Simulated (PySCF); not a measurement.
PySCF input (TPSSh/def2-TZVPD):

```python
from pyscf import gto, scf, dft

mol = gto.M(
    atom='''
    Si   -1.18570912    0.14764476   -0.01563206
    Si    1.00481334   -0.04033968    0.00841917
    H    -1.32550406   -1.38275470    0.07066875
    H     1.90470915   -1.24441151    0.08247083
    H     1.95333576    1.12489513   -0.05215915
    ''',
    basis='def2-tzvpd',
    charge=-1,
    spin=0,
    verbose=4,
)

mf = dft.RKS(mol, xc='tpssh').density_fit(auxbasis='def2-universal-jkfit')
mf.grids.level = 3
mf.conv_tol = 1e-9
mf.max_cycle = 100
mf.max_memory = 1500
mf.kernel()
if not mf.converged:
    mf = mf.newton()
    mf.kernel(mf.make_rdm1())
mf.analyze()
```

End of the output:

```
Extra cycle  E= -580.81581759238  delta_E= 1.06e-11  |g|= 4.42e-06  |ddm|= 1e-05
converged SCF energy = -580.81581759238
**** SCF Summaries ****
Total Energy =                        -580.815817592379517
Nuclear Repulsion Energy =              69.542086522758993
One-electron Energy =                 -949.298719684758566
Two-electron Energy =                  298.940815569620099
Two-electron Coulomb Energy =          342.034301675487029
DFT Exchange-Correlation Energy =      -43.093486105866951
HOMO-LUMO gap [eV] =                     3.071937161527860
**** MO energy ****
MO #1   energy= -65.775320905037   occ= 2
MO #2   energy= -65.7628546473855  occ= 2
MO #3   energy= -5.00760945316074  occ= 2
MO #4   energy= -4.99219413984735  occ= 2
MO #5   energy= -3.35555861594846  occ= 2
MO #6   energy= -3.35452840245755  occ= 2
MO #7   energy= -3.3525410951168   occ= 2
MO #8   energy= -3.340832823274    occ= 2
MO #9   energy= -3.33880796464235  occ= 2
MO #10  energy= -3.33672012406764  occ= 2
MO #11  energy= -0.325608912659348 occ= 2
MO #12  energy= -0.242121659915552 occ= 2
MO #13  energy= -0.153481011013001 occ= 2
MO #14  energy= -0.0913930525363451 occ= 2
MO #15  energy= -0.0259549160002166 occ= 2
MO #16  energy= 0.00147286392469859 occ= 2
MO #17  energy= 0.114364473314607  occ= 0
MO #18  energy= 0.142316081606173  occ= 0
MO #19  energy= 0.157568723848245  occ= 0
MO #20  energy= 0.176507373088237  occ= 0
MO #21  energy= 0.202362037193164  occ= 0
MO #22  energy= 0.205143360070919  occ= 0
MO #23  energy= 0.217720702516836  occ= 0
MO #24  energy= 0.218118737698135  occ= 0
MO #25  energy= 0.225193264983137  occ= 0
MO #26  energy= 0.238507056083999  occ= 0
MO #27  energy= 0.248452421079498  occ= 0
MO #28  energy= 0.248598155227211  occ= 0
MO #29  energy= 0.257283359372285  occ= 0
MO #30  energy= 0.274174269362172  occ= 0
MO #31  energy= 0.296541807606584  occ= 0
MO #32  energy= 0.312780424228048  occ= 0
MO #33  energy= 0.325609078453702  occ= 0
MO #34  energy= 0.351022492824252  occ= 0
MO #35  energy= 0.361123266249878  occ= 0
MO #36  energy= 0.377963122189799  occ= 0
MO #37  energy= 0.389482487433966  occ= 0
MO #38  energy= 0.395079491235196  occ= 0
MO #39  energy= 0.412413047907479  occ= 0
MO #40  energy= 0.415837789683232  occ= 0
MO #41  energy= 0.425130337046363  occ= 0
MO #42  energy= 0.430930589083403  occ= 0
MO #43  energy= 0.454136886897685  occ= 0
MO #44  energy= 0.463113275069181  occ= 0
MO #45  energy= 0.477256876014392  occ= 0
MO #46  energy= 0.479019672706005  occ= 0
MO #47  energy= 0.504922932349341  occ= 0
MO #48  energy= 0.522062746701709  occ= 0
MO #49  energy= 0.528057093319134  occ= 0
MO #50  energy= 0.549860456084648  occ= 0
MO #51  energy= 0.560132976100569  occ= 0
MO #52  energy= 0.562042964887603  occ= 0
MO #53  energy= 0.610258008939722  occ= 0
MO #54  energy= 0.634397079259278  occ= 0
MO #55  energy= 0.644015870628397  occ= 0
MO #56  energy= 0.645944839540982  occ= 0
MO #57  energy= 0.674756391211577  occ= 0
MO #58  energy= 0.706577875990213  occ= 0
MO #59  energy= 0.762395014991402  occ= 0
MO #60  energy= 0.806614378332144  occ= 0
MO #61  energy= 0.825029539901797  occ= 0
MO #62  energy= 0.886874564067487  occ= 0
MO #63  energy= 0.931111206859057  occ= 0
MO #64  energy= 1.13671882479315   occ= 0
MO #65  energy= 1.15148800683225   occ= 0
MO #66  energy= 1.15346982307168   occ= 0
MO #67  energy= 1.16990703965881   occ= 0
MO #68  energy= 1.20918815569656   occ= 0
MO #69  energy= 1.22927813746497   occ= 0
MO #70  energy= 1.2500285154958    occ= 0
MO #71  energy= 1.27754899316444   occ= 0
MO #72  energy= 1.28101752652461   occ= 0
MO #73  energy= 1.2889514538661    occ= 0
MO #74  energy= 1.30688191391504   occ= 0
MO #75  energy= 1.31427806754396   occ= 0
MO #76  energy= 1.33836619812449   occ= 0
MO #77  energy= 1.36535316421195   occ= 0
MO #78  energy= 1.38064007219067   occ= 0
MO #79  energy= 1.40921356436839   occ= 0
MO #80  energy= 1.41912503640534   occ= 0
MO #81  energy= 1.4405317744238    occ= 0
MO #82  energy= 1.4523957217699    occ= 0
MO #83  energy= 1.45780863723925   occ= 0
MO #84  energy= 1.51060653390213   occ= 0
MO #85  energy= 1.54592764624465   occ= 0
MO #86  energy= 1.56314647544094   occ= 0
MO #87  energy= 1.61787509892631   occ= 0
MO #88  energy= 1.68910090001553   occ= 0
MO #89  energy= 1.72765497721024   occ= 0
MO #90  energy= 1.79710277253446   occ= 0
MO #91  energy= 1.89539355593851   occ= 0
MO #92  energy= 2.03587824606974   occ= 0
MO #93  energy= 2.06792817730827   occ= 0
MO #94  energy= 2.07863779760819   occ= 0
MO #95  energy= 2.13474402935501   occ= 0
MO #96  energy= 2.13674908527821   occ= 0
MO #97  energy= 2.21031367475574   occ= 0
MO #98  energy= 2.21230155390276   occ= 0
MO #99  energy= 2.38853679002565   occ= 0
MO #100 energy= 2.64499775332051   occ= 0
MO #101 energy= 2.73301621440711   occ= 0
MO #102 energy= 2.78168800131457   occ= 0
MO #103 energy= 3.05830528858316   occ= 0
MO #104 energy= 3.19533138599245   occ= 0
MO #105 energy= 3.21763402760239   occ= 0
MO #106 energy= 6.20594662144904   occ= 0
MO #107 energy= 6.3531815502402    occ= 0
MO #108 energy= 6.45614895399345   occ= 0
MO #109 energy= 6.46030151733765   occ= 0
MO #110 energy= 6.51473670305009   occ= 0
MO #111 energy= 6.60813245416021   occ= 0
MO #112 energy= 10.1923970260298   occ= 0
MO #113 energy= 10.700361144587    occ= 0
 ** Mulliken pop on meta-lowdin orthogonal AOs  **
 ** Mulliken pop  **
pop of  0 Si 1s           1.99999
pop of  0 Si 2s           1.99976
pop of  0 Si 3s           1.58121
pop of  0 Si 4s           0.01585
pop of  0 Si 5s           0.00066
pop of  0 Si 6s           0.00019
pop of  0 Si 2px          1.99987
pop of  0 Si 2py          1.99988
pop of  0 Si 2pz          1.99986
pop of  0 Si 3px          0.99709
pop of  0 Si 3py          1.02397
pop of  0 Si 3pz          0.82344
pop of  0 Si 4px          0.00530
pop of  0 Si 4py          0.00486
pop of  0 Si 4pz          0.00437
pop of  0 Si 5px          0.00058
pop of  0 Si 5py          0.00060
pop of  0 Si 5pz          0.00047
pop of  0 Si 6px          0.00005
pop of  0 Si 6py          0.00005
pop of  0 Si 6pz          0.00004
pop of  0 Si 3dxy         0.00097
pop of  0 Si 3dyz         0.00037
pop of  0 Si 3dz^2        0.00618
pop of  0 Si 3dxz         0.00537
pop of  0 Si 3dx2-y2      0.00924
pop of  0 Si 4dxy         0.00077
pop of  0 Si 4dyz         0.00001
pop of  0 Si 4dz^2        0.00016
pop of  0 Si 4dxz         0.00002
pop of  0 Si 4dx2-y2      0.00075
pop of  0 Si 5dxy         0.00063
pop of  0 Si 5dyz         0.00001
pop of  0 Si 5dz^2        0.00005
pop of  0 Si 5dxz         0.00010
pop of  0 Si 5dx2-y2      0.00081
pop of  0 Si 4f-3         0.00043
pop of  0 Si 4f-2         0.00000
pop of  0 Si 4f-1         0.00017
pop of  0 Si 4f+0         0.00010
pop of  0 Si 4f+1         0.00018
pop of  0 Si 4f+2         0.00002
pop of  0 Si 4f+3         0.00040
pop of  1 Si 1s           1.99999
pop of  1 Si 2s           1.99975
pop of  1 Si 3s           1.17596
pop of  1 Si 4s           0.00335
pop of  1 Si 5s           0.00145
pop of  1 Si 6s           0.00075
pop of  1 Si 2px          1.99988
pop of  1 Si 2py          1.99987
pop of  1 Si 2pz          1.99987
pop of  1 Si 3px          0.94206
pop of  1 Si 3py          0.80695
pop of  1 Si 3pz          1.15189
pop of  1 Si 4px          0.00397
pop of  1 Si 4py          0.00344
pop of  1 Si 4pz          0.00760
pop of  1 Si 5px          0.00017
pop of  1 Si 5py          0.00082
pop of  1 Si 5pz          0.00042
pop of  1 Si 6px          0.00004
pop of  1 Si 6py          0.00004
pop of  1 Si 6pz          0.00006
pop of  1 Si 3dxy         0.00963
pop of  1 Si 3dyz         0.00005
pop of  1 Si 3dz^2        0.00245
pop of  1 Si 3dxz         0.00254
pop of  1 Si 3dx2-y2      0.00385
pop of  1 Si 4dxy         0.00197
pop of  1 Si 4dyz         0.00001
pop of  1 Si 4dz^2        0.00053
pop of  1 Si 4dxz         0.00018
pop of  1 Si 4dx2-y2      0.00070
pop of  1 Si 5dxy         0.00214
pop of  1 Si 5dyz         0.00000
pop of  1 Si 5dz^2        0.00028
pop of  1 Si 5dxz         0.00001
pop of  1 Si 5dx2-y2      0.00016
pop of  1 Si 4f-3         0.00039
pop of  1 Si 4f-2         0.00001
pop of  1 Si 4f-1         0.00023
pop of  1 Si 4f+0         0.00041
pop of  1 Si 4f+1         0.00050
pop of  1 Si 4f+2         0.00012
pop of  1 Si 4f+3         0.00127
pop of  2 H 1s            1.11227
pop of  2 H 2s            0.00239
pop of  2 H 3s            0.00112
pop of  2 H 2px           0.00044
pop of  2 H 2py           0.00151
pop of  2 H 2pz           0.00073
pop of  2 H 3px           0.00042
pop of  2 H 3py           0.00235
pop of  2 H 3pz           0.00037
pop of  3 H 1s            1.12514
pop of  3 H 2s            0.00236
pop of  3 H 3s            0.00121
pop of  3 H 2px           0.00065
pop of  3 H 2py           0.00138
pop of  3 H 2pz           0.00038
pop of  3 H 3px           0.00123
pop of  3 H 3py           0.00072
pop of  3 H 3pz           0.00031
pop of  4 H 1s            1.12694
pop of  4 H 2s            0.00203
pop of  4 H 3s            0.00086
pop of  4 H 2px           0.00071
pop of  4 H 2py           0.00122
pop of  4 H 2pz           0.00044
pop of  4 H 3px           0.00094
pop of  4 H 3py           0.00097
pop of  4 H 3pz           0.00033
 ** Mulliken atomic charges  **
charge of    0Si =     -0.48482
charge of    1Si =     -0.12578
charge of    2H =     -0.12159
charge of    3H =     -0.13338
charge of    4H =     -0.13444

WARN: System has nonzero charge -1; the dipole moment is origin-dependent.
Location of origin: [0. 0. 0.]

Dipole moment(X, Y, Z, Debye):  1.36507, -0.35344,  0.02844
```

It need not be the lowest isomer of its formula. Whether it binds its extra electron was not tested at this geometry.
